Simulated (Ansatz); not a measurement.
The cluster Ti3H2: single points at one geometry.

```yaml
crystal:
  periodic: [false, false, false]
  atoms:
    - {symbol: Ti, position_ang: [1.693874, 0.564969, 0.200190]}
    - {symbol: Ti, position_ang: [-0.744350, 1.504354, 0.141991]}
    - {symbol: Ti, position_ang: [-0.402321, -0.853103, -0.231441]}
    - {symbol: H, position_ang: [1.487811, -1.292635, -0.237734]}
    - {symbol: H, position_ang: [-2.035012, 0.076406, 0.126983]}
basis:
  gaussian: {orbitals: def2-TZVP, initial_orbitals: start.molden}
magnetization: {spin_polarized: true, initial_magnetization: 4}
hamiltonian: {xc: pbe0, dispersion: d4}
scf: {omitted_lower_state_checks: [starts]}
output: {orbitals: {seedname: orbitals}}
```

The file start.molden holds the orbitals of an earlier run on this structure, at another level or in another basis.

```sh
$ ansatz run in.yaml --threads 4 --pin off --events-out ev --progress --plain --max-ram 3916MiB
```

Output, abridged:

```
Functional definition: PBE0
1302 factors; integrals over basis functions are off by at most 1.0e-3 eV
mean field evaluation 1: about -69354.3261 eV, gradient 5.6e1 eV
mean field evaluation 2: about -69355.3684 eV, gradient 2.2e0 eV
mean field evaluation 4: about -69355.6309 eV, gradient 5.1e-1 eV
mean field evaluation 8: about -69355.6391 eV, gradient 4.4e-2 eV
mean field evaluation 16: about -69355.6391 eV, gradient 3.2e-5 eV
mean field -69355.63914728 eV, -2548.7727277218 hartree, gradient 8.3e-6 eV, S^2 7.455704; 0 other end points of the search recorded, 0 dependent functions left out
reference -69355.63918264 eV, -2548.7727290214 hartree; 36, 32 occupied and 111, 115 virtual orbitals, 1302 factors
Total energy: -69355.77317658 eV, -2548.7776532077 hartree
Checks for a lower state left out: starts
```

Run time 19 s (4 threads of Arm Neoverse V1 on a shared host), peak host memory 0.61 GiB.

The first input with `gaussian: {orbitals: STO-3G}`, `hamiltonian: {xc: hf}` (abridged; 1.4 s):

```
Functional definition: HF
mean field evaluation 16: about -68575.0683 eV, gradient 1.8e-1 eV
mean field -68575.12349659 eV, -2520.0893066117 hartree, gradient 6.2e-6 eV, S^2 7.108505
Total energy: -68575.12349659 eV, -2520.0893066117 hartree
Checks for a lower state left out: starts
```

As the first input, with `hamiltonian: {xc: {name: PBE-QIDH}}` and without the key `output` (abridged; 53 s):

```
Functional definition: PBE-QIDH
mean field evaluation 16: about -69334.4685 eV, gradient 7.6e-5 eV
mean field -69334.46852114 eV, -2547.9947215611 hartree, gradient 2.9e-6 eV, S^2 7.957100
15 core orbitals not correlated: weight in the atoms' cores, before any rotation towards them, 1.000 or more for the frozen orbitals, at most 0.000 for the correlated occupied ones
second order -27.66365997 eV of doubles, -0.00000000 eV of singles
Total energy: -69343.68975611 eV, -2548.3335956959 hartree
Checks for a lower state left out: starts
```

First input, but with `hamiltonian: {xc: {name: revPBE}, dispersion: d4}` (abridged; 7.5 s):

```
Functional definition: revPBE
mean field evaluation 16: about -69365.7785 eV, gradient 8.2e-5 eV
mean field -69365.77847828 eV, -2549.1453412633 hartree, gradient 4.1e-6 eV, S^2 6.291524
Total energy: -69366.12577662 eV, -2549.1581042420 hartree
Checks for a lower state left out: starts
```

The first input with `hamiltonian: {xc: pbe, dispersion: d4}` (abridged; 6.5 s):

```
Functional definition: PBE
mean field -69355.61290324 eV, -2548.7717632713 hartree, gradient 1.7e-5 eV, S^2 6.237963
Total energy: -69355.77095177 eV, -2548.7775714476 hartree
Checks for a lower state left out: starts
```

The first input with `hamiltonian: {xc: {name: BLYP}, dispersion: d4}` (abridged; 7.5 s):

```
Functional definition: BLYP
mean field evaluation 16: about -69375.8011 eV, gradient 1.7e-5 eV
mean field -69375.80113739 eV, -2549.5136671922 hartree, gradient 1.7e-5 eV, S^2 6.191447
Total energy: -69376.12890594 eV, -2549.5257124640 hartree
Checks for a lower state left out: starts
```

The first input with `hamiltonian: {xc: r2scan, dispersion: d4}` (abridged; 45 s):

```
Functional definition: r2SCAN
mean field evaluation 16: about -69370.2035 eV, gradient 4.7e-5 eV
mean field -69370.20348550 eV, -2549.3079572794 hartree, gradient 8.0e-6 eV, S^2 7.246952
Total energy: -69370.23417283 eV, -2549.3090850180 hartree
Checks for a lower state left out: starts
```

Geometry: PBE0-D4/def2-TZVP.

Correlated methods freeze 15 core orbitals; core or outer-core shells of Ti are correlated, in sets that lack core-valence functions. At PBE0-D4/def2-TZVP, HF/STO-3G, PBE-QIDH/def2-TZVP, revPBE-D4/def2-TZVP and others the charge 0 quintet is spin-contaminated (final ⟨S²⟩ up to 7.96, 6.00 for a pure state). The geometry of the quintet was relaxed on an unsound state (⟨S²⟩ 7.46, where a pure state has 6.00). The order of the spin states hangs on the level: the triplet lies 0.22 eV below the quintet at PBE0-D4/def2-TZVP, but 0.10 eV above it at HF/STO-3G. The quintet is doubtful at PBE0-D4/def2-TZVP (⟨S²⟩ 7.46, where a pure state has 6.00). The triplet is doubtful at PBE0-D4/def2-TZVP (⟨S²⟩ 4.26, where a pure state has 2.00). The quintet is doubtful at HF/STO-3G (⟨S²⟩ 7.11, where a pure state has 6.00). The triplet is doubtful at HF/STO-3G (⟨S²⟩ 3.61, where a pure state has 2.00). The structure comes from a short search, and lower isomers may exist.
